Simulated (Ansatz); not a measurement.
The inner images of a band of BClH2 + BrH (6 atoms, charge 0, multiplicity 1) are given out of order.

Level of theory: Ansatz, RKS BHLYP-D4/def2-TZVP.

Initial state:

```xyz
6
Properties=species:S:1:pos:R:3
B -0.550 -0.475 -0.827
Cl 0.981 -0.144 -1.593
H -0.694 -1.522 -0.309
H -1.396 0.340 -0.906
H 1.452 1.042 1.513
Br 0.207 0.759 2.122
```

Final state:

```xyz
6
Properties=species:S:1:pos:R:3
B -0.975 -0.363 0.021
Cl 1.852 0.371 -1.024
H -0.713 -1.490 -0.180
H -1.419 0.375 -0.778
H 2.015 0.817 0.158
Br -0.760 0.290 1.804
```

Task: Put them in order from the first end to the last, with their energies above the first end.
A.
```xyz
6
Properties=species:S:1:pos:R:3
B -0.760 -0.301 -0.041
Cl 1.583 0.289 -0.968
H -0.593 -1.452 -0.201
H -1.297 0.417 -0.797
H 1.501 0.653 0.257
Br -0.434 0.393 1.749
```
B.
```xyz
6
Properties=species:S:1:pos:R:3
B -0.610 -0.276 -0.140
Cl 1.398 0.232 -0.927
H -0.582 -1.447 -0.200
H -1.287 0.423 -0.794
H 1.321 0.610 0.339
Br -0.240 0.457 1.722
```
C.
```xyz
6
Properties=species:S:1:pos:R:3
B -0.463 -0.384 -0.648
Cl 1.121 -0.007 -1.331
H -0.616 -1.454 -0.187
H -1.317 0.412 -0.783
H 1.144 0.752 0.980
Br 0.131 0.681 1.969
```
D.
```xyz
6
Properties=species:S:1:pos:R:3
B -0.450 -0.324 -0.478
Cl 1.201 0.081 -1.157
H -0.606 -1.442 -0.157
H -1.309 0.427 -0.754
H 1.102 0.664 0.764
Br 0.064 0.594 1.782
```
E.
```xyz
6
Properties=species:S:1:pos:R:3
B -0.507 -0.436 -0.756
Cl 1.050 -0.078 -1.467
H -0.656 -1.491 -0.256
H -1.356 0.374 -0.852
H 1.282 0.887 1.224
Br 0.186 0.744 2.107
```
F.
```xyz
6
Properties=species:S:1:pos:R:3
B -0.884 -0.334 0.004
Cl 1.767 0.344 -1.013
H -0.652 -1.469 -0.187
H -1.355 0.398 -0.784
H 1.723 0.721 0.203
Br -0.599 0.341 1.777
```
G.
```xyz
6
Properties=species:S:1:pos:R:3
B -0.501 -0.281 -0.284
Cl 1.292 0.173 -0.982
H -0.597 -1.445 -0.176
H -1.301 0.426 -0.771
H 1.150 0.600 0.511
Br -0.044 0.526 1.702
```

Result: E (+0.4 kcal/mol), C (+2.5 kcal/mol), D (+10.4 kcal/mol), G (+20.5 kcal/mol), B (+12.5 kcal/mol), A (+5.6 kcal/mol), F (+3.0 kcal/mol).

The run took 3.2 min on 4 threads of Arm Neoverse N1, on a shared host, peak memory 0.33 GiB.
